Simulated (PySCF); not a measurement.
Vertical excitations of a molecule C3H8AlCl from PySCF 2.14.0 with TDDFT-PBE/def2-SVPD, as energy in eV (oscillator strength): 4.95 (0.000), 5.53 (0.089), 6.10 (0.002), 6.45 (0.005), 6.50 (0.009), 6.60 (0.027), 6.67 (0.027), 6.75 (0.036), 6.87 (0.005), 6.91 (0.064). Lowest triplet (TDA): 4.68 eV. Coordinates come from a B3LYP-D3(BJ)/def2-SVP optimisation. The values are those of a single conformer.

**Question.** Identify the compound among the candidates.
A. C[CH](C)[AlH][Cl]
B. C[CH2][Al]([CH3])[Cl]
C. CC[CH2][AlH][Cl]

**Answer.** B, C[CH2][Al]([CH3])[Cl]
